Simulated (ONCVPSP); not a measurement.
**Ir (Z = 77): variants of one ONCV potential**

Base potential:

ONCVPSP 4.0.1 input, shortened (lines: element, Z, core and valence counts, functional; n l f; lmax; l rc ep ncon nbas qcut; lloc lpopt rc5 dvloc0; l nproj debl; icmod fcfact rcfact), PBEsol, fully relativistic:

```
  Ir 77.00    9    5  -116133      upf
    1    0    2.00
    2    0    2.00
    2    1    6.00
    3    0    2.00
    3    1    6.00
    3    2   10.00
    4    0    2.00
    4    1    6.00
    4    2   10.00
    4    3   13.00
    5    0    2.00
    5    1    6.00
    5    2    8.00
    6    0    2.00
    3
    0    1.35    0.00    3    6    7.70
    1    1.30    0.00    3    7    6.10
    2    2.00    0.00    3    8    6.90
    3    1.05    0.00    4    8   19.00
    4    4    0.95   -1.00
    0    2    3.50
    1    2    3.10
    2    1    0.50
    3    1    0.60
    1    0.20    0.00
```

Open shells are filled in proportion to 2j + 1.

Cutoffs, loose and tight: the cutoffs (Ha) at which the residual kinetic energy of the hardest occupied pseudo-wave falls to 1 and 0.1 mHa per electron. They do not see the model core or the augmentation charge, which bear on the density cutoff. Test errors are all-electron minus pseudo excitation energies from the reference, over the configurations 4f14 5s2 5p6 5d7 6s2; 4f14 5s2 5p6 5d7 6s1; 4f14 5s2 5p6 5d7 6s0; 4f14 5s2 5p6 5d7 6s1 6p1. A dash means not determined; rows that change the core or the reference have their own tests.

A true bound ghost makes a file unfit for plane-wave use even where its test errors are small: the radial tests pick states by their node count and pass the ghost by.

```tsv
change	outcome	cutoff, loose	cutoff, tight	bound ghosts	GHOST(+) flags above zero	largest test error (meV)
base	generated	144 Ha	156 Ha	none	s, p3/2	+231
scalar-relativistic	generated	143 Ha	156 Ha	none	s	+177
core correction polynomial model core, fcfact 0.25	generated	144 Ha	156 Ha	none	s, p3/2	+227
all radii but the core radius scaled by about 1.11 (s 1.50, p 1.44, d 2.20, f 1.16 bohr); local potential polynomial inside 1.04 bohr (lpopt 4, dvloc0 -1 Ha)	generated	131 Ha	144 Ha	none	s	+506
local potential polynomial inside 0.75 bohr (lpopt 5, dvloc0 0 Ha)	generated	144 Ha	156 Ha	s	p3/2, p1/2	+310
reference 4f14 5s2 5p6 5d7 6s1	generated	143 Ha	156 Ha	none	s, p3/2	+302
```

Task: What comes out with this change to the base: p: nbas 8?

Result: outcome: generated; cutoff, loose: 144 Ha; cutoff, tight: 166 Ha; bound ghosts: none; GHOST(+) flags above zero: s, p3/2; largest test error (meV): +233.

Task: What comes out with this change to the base: p: qcut 8.8?

Result: outcome: generated; cutoff, loose: 144 Ha; cutoff, tight: 156 Ha; bound ghosts: none; GHOST(+) flags above zero: s; largest test error (meV): +164.

Task: What comes out with this change to the base: s: qcut 7.6; d: qcut 6.8; f: qcut 18.9?

Result: outcome: generated; cutoff, loose: 142 Ha; cutoff, tight: 155 Ha; bound ghosts: none; GHOST(+) flags above zero: s, p3/2; largest test error (meV): +237.
